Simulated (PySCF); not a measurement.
Zn (zinc, neutral) across methods

[Ar] 3d10 4s1 5s1, high-spin 3S determinant (an excited configuration). All numbers are calculated (PySCF 2.14, the spin-free X2C one-electron Hamiltonian (Gaussian nucleus), in aug-cc-pVDZ-DK). The B2PLYP total includes its PT2 part (frozen core); its orbital energies are those of the SCF part.

```
   method  E (hartree)  mean ε 3d β (eV)  mean ε 4s α (eV)  mean ε 5s α (eV)  Σ⟨r²⟩ (bohr²)   ⟨S²⟩
BHandHLYP    -1795.626           -21.154           -12.131            -2.082          87.26  2.000
     PBE0    -1795.430           -18.304           -11.367            -2.028          86.73  2.001
    HSE06    -1795.437           -17.880           -11.055            -1.767          86.55  2.001
      PBE    -1795.427           -15.448           -10.574            -1.755          85.61  2.001
   B2PLYP    -1795.372           -21.225           -12.103            -2.106          87.74  2.001
      UHF  -1794.07448           -26.134           -13.230            -2.560          90.21  2.001
   r2SCAN    -1795.644           -15.797           -10.850            -1.702          86.37  2.002
      LDA    -1792.663           -15.726           -10.819            -1.736          83.53  2.001
    TPSSh    -1795.659           -16.555           -10.859            -1.812          87.12  2.001
```

The outer electron is Rydberg-like, and this basis confines it to a smaller radius and binds it less than a complete one would.
